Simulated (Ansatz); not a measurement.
Geometry optimisation, RHF/def2-SVP in Ansatz.

Input file:

```yaml
crystal:
  periodic: [false, false, false]
  atoms:
    - { symbol: Zn, position_ang: [0.0, 0.0, 0.0] }
    - { symbol: Cl, position_ang: [0.0, 0.0, 2.24] }
    - { symbol: C, position_ang: [0.0, 0.0, -1.98] }
    - { symbol: H, position_ang: [0.2799, -1.0082, -2.3505] }
    - { symbol: H, position_ang: [-1.0131, 0.2617, -2.3505] }
    - { symbol: H, position_ang: [0.7332, 0.7465, -2.3505] }
basis:
  gaussian: { orbitals: def2-SVP }
hamiltonian:
  xc: hf
relax:
  f_tol: 0.02
  max_steps: 40
```

Launched with:

```bash
$ ansatz run input.yaml --threads 1 --pin off --max-ram 2048MiB --backend cpu --events-out ev --progress --plain --runs-dir out
```

Where does it end, and by what steps?

It converged. After 3 steps the energy has fallen by 0.075 eV; Cl2 moved furthest, 0.06 Å.

| step | energy less start (eV) | largest force component (eV/Å) | accepted |
| --- | --- | --- | --- |
| 0 | 0.0000 | 1.171 | yes |
| 1 | -0.0714 | 0.299 | yes |
| 2 | -0.0753 | 0.045 | yes |
| 3 | -0.0753 | 0.004 | yes |

```xyz
6
Properties=species:S:1:pos:R:3
Zn 0.000 0.000 0.027
Cl 0.000 0.000 2.178
C 0.000 0.000 -1.956
H 0.273 -0.983 -2.347
H -0.988 0.255 -2.347
H 0.715 0.728 -2.347
```

Run time: 5.5 s on 1 thread of Arm Neoverse V2, with other jobs on the host, peak memory 0.14 GiB.
